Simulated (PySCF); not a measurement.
Electron correlation in Pb²⁺ (lead, charge +2)

Starting occupation: [Xe] 4f14 5d10 6s2. All numbers are calculated (PySCF 2.14, X2C-1e with screened-nucleus spin-orbit coupling, Gaussian nucleus, in x2c-TZVPPall-2c with one added diffuse shell each of s, p, d, f type (12s12p10d4f, 126 functions)). Frozen: [Xe] 4f14; 12 electrons correlated; the 50 highest virtual spinors left out.

MP2 pair energies summed by pair of shells (mhartree):

```
       pair   energy  share (%)
5d3/2-5d5/2  -109.68       32.1
5d5/2-5d5/2   -78.46       22.9
5d5/2-6s1/2   -61.07       17.9
5d3/2-6s1/2   -39.33       11.5
5d3/2-5d3/2   -32.82        9.6
6s1/2-6s1/2   -20.50        6.0
```

Total MP2 correlation energy: -341.86 mhartree.

The virtual space was cut to 106 spinors, which keep -341.86 of the -341.86 mhartree of MP2 correlation.

| level | correlation energy (mhartree) |
| --- | --- |
| CCSD | -321.90 |
| (T) | -5.69 |
| CCSD(T) | -327.59 |

Diagnostics: T1 = 0.0078, largest double amplitude 0.078.

Cost of the coupled-cluster step: 270 s of wall time on 4 threads of Neoverse-V2 (shared host), for 12 occupied and 106 virtual spinors.

This basis was not built for core-valence correlation, so the inner-shell part is incomplete.
